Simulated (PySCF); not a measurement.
An unknown is described by computed data only.

Elements present: C, Cl, F, H and Si. Monoisotopic mass: 115.9661 u.

* Polarisability: 48.9 au [PBE0/def2-SVPD]
* Triplet: lowest triplet excitation (Tamm–Dancoff): 8.21 eV [TDA PBE0/def2-SVPD]
* Rotational structure: rotational constants A, B, C: 3.660, 2.366, 2.271 GHz [PBE0-D3(BJ)/def2-SVP]
* 13C NMR: chemical shifts (computed TMS as zero) by class: -1.3 (1 C) ppm [GIAO PBE0/pcSseg-1]
* Dipole: 2.52 D [PBE0/def2-SVPD]
* UV, first state: lowest singlet excitation: 8.64 eV (143 nm, f = 0.113) [TDDFT PBE0/def2-SVPD]
* NMR, other nuclei: isotropic shieldings of nuclei other than C and H, by class: 297 (2 F), 361 (1 Si), 875 (1 Cl) ppm [GIAO PBE0/pcSseg-1]
* XPS: Si2p3/2 109.8, Cl2p3/2 206.7, C1s 291.4, F1s 693.1 (×2), Si1s 1850.1, Cl1s 2829.3 eV [ΔSCF SCAN, pcX-2 on the ionised atom, pcseg-1 elsewhere, spin-free X2C, 2p3/2 from a spin–orbit splitting computed afterwards within the 2p shell]

Electronic properties: PySCF, gas phase, density fitting. Levels stand in brackets. Isolated species at its PBE0-D3(BJ)/def2-SVP geometry, gas phase. NMR classes are plain means over equivalent atoms (diastereotopic ones count apart unless rotation or inversion swaps them), as if these changed places fast.

Question: Which formula fits the mass and the elements?

Answer: CH3ClF2Si (calculated 115.9661). No other formula that holds each of these elements comes within 0.0003 u with a fitting electron parity and a possible valence count.

Question: Give a SMILES that accounts for the data.

Answer: Numbering: `[CH3:1][Si:2]([F:3])([F:4])[Cl:5]`. Its formula, CH3ClF2Si, gives 0 degrees of unsaturation, so no ring and no π bond. The one carbon: Si-methyl carbon [C1] (-1.3 ppm). The other shieldings belong to: 297 ppm, silicon-bound fluorine [F3/F4]; 361 ppm, fluorine-bound silicon [Si2]; 875 ppm, silicon-bound chlorine [Cl5]. The core levels belong to: Si2p3/2 109.8 eV, fluorine-bound silicon [Si2]; Cl2p3/2 206.7 eV, silicon-bound chlorine [Cl5]; C1s 291.4 eV, Si-methyl carbon [C1]; F1s 693.1 eV, silicon-bound fluorine [F3/F4]; Si1s 1850.1 eV, fluorine-bound silicon [Si2]; Cl1s 2829.3 eV, silicon-bound chlorine [Cl5]. By its constants the optimised geometry is an asymmetric top. Structure: `C[Si](F)(F)Cl` (methyl(difluoro)silyl chloride). The assignments are read from this structure; whether some other isomer fits the data as well wasn't checked.
